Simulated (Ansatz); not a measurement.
C₃H₇BFN (`BN/C(C)=C\F`) from Hartree–Fock to CCSD(T)

Cartesian coordinates in Å:
```
B 1.661 -0.991 -0.621
N 0.283 -0.787 -0.688
C -0.507 0.122 0.019
C 0.146 1.030 0.998
C -1.821 0.171 -0.182
F -2.415 -0.652 -1.069
H 2.129 -1.834 -1.326
H 2.333 -0.340 0.120
H -0.259 -1.354 -1.324
H 0.896 1.658 0.511
H -0.597 1.676 1.466
H 0.657 0.463 1.780
H -2.508 0.838 0.317
```

The species carries charge 0 and has multiplicity 1. The structure was optimised at the PBE0-D4/def2-TZVP level. It is one conformer, not always the lowest. Frozen core, restricted reference, Ansatz 0.2.0. CBS rows extrapolate triple and quadruple zeta; past MP2 they add the triple-zeta difference.

```
     basis     HF (Eh)  MP2 corr.  CCSD corr.       (T)  CCSD(T) total
def2-TZVPP  -296.37863          ?           ?  -0.04409              ?
def2-QZVPP  -296.39232   -1.12918           –         –              –
 CBS(def2)           ?          ?    -1.22734     as TZ              ?
```

**Question.** Fill in the withheld values. (Estimate.)

**Answer.** The calculation gave: def2-TZVPP MP2 corr.: -1.05229; def2-TZVPP CCSD corr.: -1.09350; def2-TZVPP CCSD(T) total: -297.51622; CBS(def2) HF (Eh): -296.39420; CBS(def2) MP2 corr.: -1.18613; CBS(def2) CCSD(T) total: -297.66563.
